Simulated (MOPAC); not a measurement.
Job for MOPAC: AM1 on BFH4N2 (SMILES NB(N)F), a point of a torsion scan.

```
AM1 1SCF PRECISE CHARGE=0 THREADS=1
BFH4N2

N      1.18323986 1    -0.37208436 1     0.25829191 1
B     -0.09805605 1     0.17688428 1     0.05321432 1
N     -1.17238216 1     0.02439644 1     0.93601854 1
F     -0.30126358 1     0.91815723 1    -1.05567419 1
H      1.55877579 1    -0.54511778 1     1.17162045 1
H      1.90385509 1    -0.16858921 1    -0.41259218 1
H     -2.07826593 1     0.40409743 1     0.73314286 1
H     -1.13932629 1    -0.53330488 1     1.76749223 1
```

The log:

```
*******************************************************************************
 **                                                                           **
 **                              MOPAC v23.2.5                                **
 **                                                                           **
 *******************************************************************************
 ** MOPAC's Digital Object Identifier: https://doi.org/10.5281/zenodo.6511958 **
 **                                                                           **
 ** Please cite the open-source release paper for use of this MOPAC version:  **
 ** J. E. Moussa and J. J. P. Stewart (2026)                                  **
 ** MOPAC: An open-source semiempirical molecular orbital program             **
 ** J. Open Source Softw., 11(119), 8025, https://doi.org/10.21105/joss.08025 **
 *******************************************************************************

                              AM1 CALCULATION RESULTS

 *******************************************************************************
 *  AM1        - The AM1 Hamiltonian to be used
 *
 *
 *
 *                 CHARGE ON SYSTEM = 0
 *
 *
 *
 *  PRECISE    - TIGHTER CRITERIA TO BE USED
 *  1SCF       - DO 1 SCF AND THEN STOP
 *  THREADS=1  - MULTI-THREADING NOT USED
 *  T=         - A TIME OF 172800.0 SECONDS REQUESTED
 *  DUMP=N     - RESTART FILE WRITTEN EVERY 7200.0 SECONDS REQUESTED
 *******************************************************************************
AM1 1SCF PRECISE CHARGE=0 THREADS=1
 BFH4N2

   ATOM   CHEMICAL          X               Y               Z
  NUMBER   SYMBOL      (ANGSTROMS)     (ANGSTROMS)     (ANGSTROMS)

     1       N          1.18323986  *  -0.37208436  *   0.25829191  *
     2       B         -0.09805605  *   0.17688428  *   0.05321432  *
     3       N         -1.17238216  *   0.02439644  *   0.93601854  *
     4       F         -0.30126358  *   0.91815723  *  -1.05567419  *
     5       H          1.55877579  *  -0.54511778  *   1.17162045  *
     6       H          1.90385509  *  -0.16858921  *  -0.41259218  *
     7       H         -2.07826593  *   0.40409743  *   0.73314286  *
     8       H         -1.13932629  *  -0.53330488  *   1.76749223  *



          CARTESIAN COORDINATES

    NO.       ATOM           X           Y           Z

     1         N          1.1832     -0.3721      0.2583
     2         B         -0.0981      0.1769      0.0532
     3         N         -1.1724      0.0244      0.9360
     4         F         -0.3013      0.9182     -1.0557
     5         H          1.5588     -0.5451      1.1716
     6         H          1.9039     -0.1686     -0.4126
     7         H         -2.0783      0.4041      0.7331
     8         H         -1.1393     -0.5333      1.7675

  H: (AM1): M.J.S. DEWAR ET AL, J. AM. CHEM. SOC. 107 3902-3909 (1985)
  B: (AM1): M.J.S. DEWAR ET AL, ORGANOMETALLICS, 7, 513-521 (1988)
  N: (AM1): M.J.S. DEWAR ET AL, J. AM. CHEM. SOC. 107 3902-3909 (1985)
  F: (AM1): M.J.S. DEWAR AND E. G. ZOEBISCH, THEOCHEM, 180, 1 (1988).

           Empirical Formula: H4 N2 B F  =     8 atoms



      MOLECULAR POINT GROUP   :   C1


      RHF CALCULATION, NO. OF DOUBLY OCCUPIED LEVELS = 12


 -------------------------------------------------------------------------------
 AM1 1SCF PRECISE CHARGE=0 THREADS=1
 BFH4N2



     1SCF WAS SPECIFIED, SO BFGS WAS NOT USED
     SCF FIELD WAS ACHIEVED


                              AM1 CALCULATION
                                                       MOPAC v23.2.5 Linux




          FINAL HEAT OF FORMATION =       -138.36491 KCAL/MOL =    -578.91880 KJ/MOL


          COSMO AREA              =         92.21 SQUARE ANGSTROMS
          COSMO VOLUME            =         73.74 CUBIC ANGSTROMS

          IONIZATION POTENTIAL    =          9.844660 EV
          HOMO LUMO ENERGIES (EV) =         -9.845  2.445
          NO. OF FILLED LEVELS    =         12
          MOLECULAR WEIGHT        =         61.8534         POINT GROUP:  C1

          MOLECULAR DIMENSIONS (Angstroms)

            Atom       Atom       Distance
            H     7    H     6     4.18306
            H     8    F     4     2.98262
            N     1    H     5     0.41437


          SCF CALCULATIONS        =          1





   ATOM   CHEMICAL          X               Y               Z
  NUMBER   SYMBOL      (ANGSTROMS)     (ANGSTROMS)     (ANGSTROMS)

     1       N          1.18323986  *  -0.37208436  *   0.25829191  *
     2       B         -0.09805605  *   0.17688428  *   0.05321432  *
     3       N         -1.17238216  *   0.02439644  *   0.93601854  *
     4       F         -0.30126358  *   0.91815723  *  -1.05567419  *
     5       H          1.55877579  *  -0.54511778  *   1.17162045  *
     6       H          1.90385509  *  -0.16858921  *  -0.41259218  *
     7       H         -2.07826593  *   0.40409743  *   0.73314286  *
     8       H         -1.13932629  *  -0.53330488  *   1.76749223  *

                             CARTESIAN COORDINATES

   1    N        1.183239860    -0.372084360     0.258291910
   2    B       -0.098056050     0.176884280     0.053214320
   3    N       -1.172382160     0.024396440     0.936018540
   4    F       -0.301263580     0.918157230    -1.055674190
   5    H        1.558775790    -0.545117780     1.171620450
   6    H        1.903855090    -0.168589210    -0.412592180
   7    H       -2.078265930     0.404097430     0.733142860
   8    H       -1.139326290    -0.533304880     1.767492230


           Empirical Formula: H4 N2 B F  =     8 atoms



      MOLECULAR POINT GROUP   :   C1


                  EIGENVALUES
 -48.55098 -34.11872 -32.19360 -20.63286 -17.63655 -17.37915 -15.24568 -15.08263
 -14.65881 -13.23316 -11.25169  -9.84466   2.44479   3.41958   4.39309   5.19504
   5.91721   6.09472   8.03712   8.31346


              NET ATOMIC CHARGES AND DIPOLE CONTRIBUTIONS

  ATOM NO.   TYPE          CHARGE      No. of ELECS.   s-Pop       p-Pop
    1          N          -0.452448        5.4524     1.47600     3.97645
    2          B           0.295678        2.7043     1.03295     1.67137
    3          N          -0.466391        5.4664     1.44915     4.01724
    4          F          -0.185507        7.1855     1.89179     5.29371
    5          H           0.198159        0.8018     0.80184
    6          H           0.195341        0.8047     0.80466
    7          H           0.209105        0.7909     0.79090
    8          H           0.206064        0.7939     0.79394
 DIPOLE           X         Y         Z       TOTAL
 POINT-CHG.     0.239    -0.612     1.572     1.704
 HYBRID         0.081     0.172     0.348     0.396
 SUM            0.320    -0.440     1.920     1.995


          ATOMIC ORBITAL ELECTRON POPULATIONS

     Atom    s        px        py        pz
    1  N   1.47600   1.12034   1.71284   1.14327
    2  B   1.03295   0.64488   0.47844   0.54805
    3  N   1.44915   1.15157   1.58327   1.28241
    4  F   1.89179   1.94223   1.75199   1.59950
    5  H   0.80184
    6  H   0.80466
    7  H   0.79090
    8  H   0.79394

 **********************
 *                    *
 * JOB ENDED NORMALLY *
 *                    *
 **********************




 == MOPAC DONE ==
```

The run finished.

Cost: about 0.03 core-seconds (a rough figure).
